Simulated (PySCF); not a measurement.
BClFHO. Atoms are numbered in the order given.

```xyz
5

B     -0.0134    -0.4292     0.0000
F     -1.2007    -1.0284     0.0000
Cl     0.0520     1.3302     0.0000
O      1.1264    -1.1395     0.0000
H      0.9777    -2.0954     0.0000
```

Coordinates come from a B3LYP-D3(BJ)/def2-SVP optimisation. Other conformers were not sampled.

Calculation: TDA-M06-2X/def2-SVPD (PySCF).

Vertical excitations. Isolated molecule, no solvent. State labels are in the subgroup Cs.

```csv
state,symmetry,energy (eV),λ (nm),f,main pairs
S1,A",8.24,150,0.000,HOMO→LUMO+1 99 %
S2,A',8.47,146,0.037,HOMO→LUMO 88 %
S3,A",8.56,145,0.015,HOMO−1→LUMO 88 %
S4,A',9.07,137,0.158,HOMO−1→LUMO+1 90 %
S5,A",9.58,129,0.084,"HOMO−2→LUMO 47 %, HOMO−1→LUMO+2 39 %"
S6,A',9.81,126,0.024,"HOMO→LUMO+2 63 %, HOMO→LUMO+5 12 %, HOMO→LUMO+3 12 %"
S7,A",10.10,123,0.000,"HOMO−4→LUMO+1 64 %, HOMO−3→LUMO+1 28 %"
S8,A',10.13,122,0.039,"HOMO→LUMO+5 46 %, HOMO→LUMO+2 14 %, HOMO→LUMO+3 11 %"
S9,A",10.17,122,0.000,"HOMO−1→LUMO+2 27 %, HOMO−1→LUMO+5 21 %, HOMO−2→LUMO 20 %, HOMO−1→LUMO+3 13 %"
S10,A',10.22,121,0.001,HOMO−4→LUMO 69 %
T1,A',8.02,155,0,HOMO−1→LUMO+1 96 %
T2,A",8.12,153,0,HOMO→LUMO+1 99 %
T3,A',8.29,150,0,HOMO→LUMO 80 %
T4,A",8.40,148,0,HOMO−1→LUMO 82 %
```
Triplets are in the Tamm–Dancoff approximation.
